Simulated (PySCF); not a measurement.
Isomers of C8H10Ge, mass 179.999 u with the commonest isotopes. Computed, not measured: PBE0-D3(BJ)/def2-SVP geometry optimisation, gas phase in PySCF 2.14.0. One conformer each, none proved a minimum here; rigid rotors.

Problem. Order these by out-of-plane moment Σ m c² = (Ia + Ib − Ic)/2, largest first.
A. `[CH2:1]=[CH:2][CH2:3][C:4]#[C:5][CH2:6][C:7]#[C:8][GeH3:9]` with C1–C2–C3–C4 125°
B. `[CH:1]#[C:2][C:3]1=[C:4]([CH2:5][CH3:6])[CH:7]=[CH:8][GeH2:9]1` with C3–C4–C5–C6 -101°
C. `CC#[C][Ge@H]1[CH]=CC(C)=[CH]1`
D. `[CH2:1]=[CH:2][c:3]1[cH:4][cH:5][cH:6][c:7]([GeH3:8])[cH:9]1` with C1–C2–C3–C4 -5°

Solution. C (74.98 u·Å²), B (24.32 u·Å²), A (12.94 u·Å²), D (3.26 u·Å²).

Problem. Order these by radius of gyration √(Σ m r²/M), smallest first.
A. `[CH2:1]=[CH:2][CH2:3][C:4]#[C:5][CH2:6][C:7]#[C:8][GeH3:9]` with C1–C2–C3–C4 125°
B. `CC#[C][Ge@H]1[CH]=CC(C)=[CH]1`
C. `[CH:1]#[C:2][C:3]1=[C:4]([CH2:5][CH3:6])[CH:7]=[CH:8][GeH2:9]1` with C3–C4–C5–C6 -101°
D. `[CH2:1]=[CH:2][c:3]1[cH:4][cH:5][cH:6][c:7]([GeH3:8])[cH:9]1` with C1–C2–C3–C4 -5°

Solution. C (2.145 Å), B (2.299 Å), D (2.502 Å), A (3.591 Å).

Problem. Order these by rotational constant B, largest first.
A. `[CH2:1]=[CH:2][CH2:3][C:4]#[C:5][CH2:6][C:7]#[C:8][GeH3:9]` with C1–C2–C3–C4 125°
B. `CC#[C][Ge@H]1[CH]=CC(C)=[CH]1`
C. `[CH2:1]=[CH:2][c:3]1[cH:4][cH:5][cH:6][c:7]([GeH3:8])[cH:9]1` with C1–C2–C3–C4 -5°
D. `[CH:1]#[C:2][C:3]1=[C:4]([CH2:5][CH3:6])[CH:7]=[CH:8][GeH2:9]1` with C3–C4–C5–C6 -101°

Solution. D (949.1 MHz), B (614.3 MHz), C (533.9 MHz), A (227.4 MHz).

```csv
SMILES,point group,Ia (u·Å²),Ib (u·Å²),Ic (u·Å²),κ,μa (D),μb (D),μc (D)
C=Cc1ccc[c]([GeH3])c1,near Cs,183.57,946.60,1123.66,-0.93,0.60,0.30,0.00
C=CCC#CCC#[C][GeH3],C1,111.42,2222.13,2307.69,-1.00,0.73,0.15,0.07
CC#[C][Ge@H]1[CH]=CC(C)=[CH]1,C1,204.04,822.70,876.77,-0.96,0.24,0.81,0.53
C#C[C]1=C(CC)C=[CH][GeH2]1,C1,319.65,532.48,803.49,-0.33,0.33,1.00,0.01
```
